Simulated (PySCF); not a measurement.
B3LYP has the VWN-RPA correlation part, as in Gaussian. Excitations are Tamm–Dancoff values on a coarser integration grid. The basis has no diffuse functions, so Rydberg states are missing or too high.

Species: H2Br3NSi, SMILES `Br[Si](Br)(N)Br` (charge 0, multiplicity 1).

Q: Estimate the brightest of the four lowest singlets (TDA), S1 oscillator strength, S1 excitation (TDA), LUMO and HOMO that B3LYP-D3(BJ)/def2-TZVP in PySCF returns for this input.

A: 
```
Quantity                                        Value
-------------------------------------------  --------
brightest of the four lowest singlets (TDA)   6.60 eV
S1 oscillator strength                          0.001
S1 excitation (TDA)                           5.67 eV
LUMO                                         -1.18 eV
HOMO                                         -7.86 eV
```
